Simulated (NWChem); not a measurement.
# CH6AlAs; SMILES [CH3][AlH][AsH2]

```xyz
9

Al    -0.6042    -1.1642     0.0098
As     0.0861     1.1743     0.0474
H     -0.9664     1.5540    -0.9884
H      1.1679     0.9346    -1.0009
H     -2.1662    -1.4789     0.0874
C      0.6926    -2.6299     0.0223
H      0.5246    -3.2980    -0.8404
H      0.5581    -3.2531     0.9237
H      1.7415    -2.2978    -0.0076
```
Atoms are numbered in this order, from 1.

All runs: NWChem. Pople sets run with spherical d functions. Coordinates come from a PBE0/def2-SVP optimisation. Ions are spin-unrestricted doublets at the neutral geometry; other ion states weren't tried. Functional: LC-ωPBE (HJS hole) with 6-31G*; rows give the range parameter ω in 1/bohr.

Task: At which range parameter does −ε(HOMO) equal the ΔSCF ionisation energy (optimal tuning)?

Result: about 0.32 per bohr, by linear interpolation in these runs:
| range parameter (1/bohr) | vertical ionisation energy, ΔSCF (eV) | −ε(HOMO) (eV) | ΔSCF minus −ε(HOMO) (eV) |
|---|---|---|---|
| 0.10 | 8.76 | 7.22 | 1.54 |
| 0.15 | 8.81 | 7.78 | 1.03 |
| 0.25 | 8.92 | 8.61 | 0.31 |
| 0.35 | 9.01 | 9.16 | -0.15 |
| 0.40 | 9.05 | 9.35 | -0.30 |
